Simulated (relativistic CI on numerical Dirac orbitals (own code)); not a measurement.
## What each ingredient does to the levels of Rb36+

Base calculation: Dirac-Coulomb-Breit CI, orbitals from a KLI potential per configuration, QED by a radiative potential.

CI space: 1s, 2s, 2p, 3s, 3p, 3d, 4s, 4p, 4d, 4f, 5s, 5p, 5d, 5f, 5g, 6s, 6p, 6d. Levels of other configurations are missing.

Variants: (1) QED terms removed; (2) non-relativistic limit. Shifts of the energy above 1s ²S1/2, in eV, for the lowest level and the first level of each name with at least 55 % of one term (blank where a level changes its place among those of its configuration and J or its character, or is not in the variant):

```csv
Level,Base,Δ(1),Δ(2)
1s ²S1/2,0.0,0.0,0.0
2p ²P°1/2,14198.7,+12.6,-229.4
2s ²S1/2,14200.6,+10.7,-231.2
2p ²P°3/2,14287.8,+12.4,-318.5
3p ²P°1/2,16856.9,+12.6,-300.6
3s ²S1/2,16857.5,+12.1,-301.2
3d ²D3/2,16883.3,+12.6,-327.0
3p ²P°3/2,16883.3,+12.6,-327.0
3d ²D5/2,16891.8,+12.6,-335.5
4p ²P°1/2,17783.6,+12.6,-321.9
4s ²S1/2,17783.8,+12.4,-322.1
4d ²D3/2,17794.7,+12.6,-333.0
4p ²P°3/2,17794.7,+12.6,-333.0
4f ²F°5/2,17798.3,+12.6,-336.6
4d ²D5/2,17798.3,+12.6,-336.6
4f ²F°7/2,17800.1,+12.6,-338.4
5p ²P°1/2,18211.0,+12.6,-330.2
5s ²S1/2,18211.1,+12.5,-330.3
5d ²D3/2,18216.7,+12.6,-335.9
5p ²P°3/2,18216.7,+12.6,-335.9
5f ²F°5/2,18218.5,+12.6,-337.7
5d ²D5/2,18218.5,+12.6,-337.7
```
